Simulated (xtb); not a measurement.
Harmonic IR lines of one isomer of C2H6OS, unscaled. Computed with GFN2-xTB (xtb).

```tsv
wavenumber (cm⁻¹)	relative intensity
102	5.7
230	6.7
345	38
441	98
733	3.9
871	5.9
971	28
1080	100
1127	4.4
1257	17
1307	48
1316	14
1446	6.5
2928	18
2987	6.4
3020	5.9
3520	12
```

Task: Say which structure gives these lines.
A. `CSCO`
B. `COCS`
C. `C[C@@H](O)S`

Result: A, `CSCO`
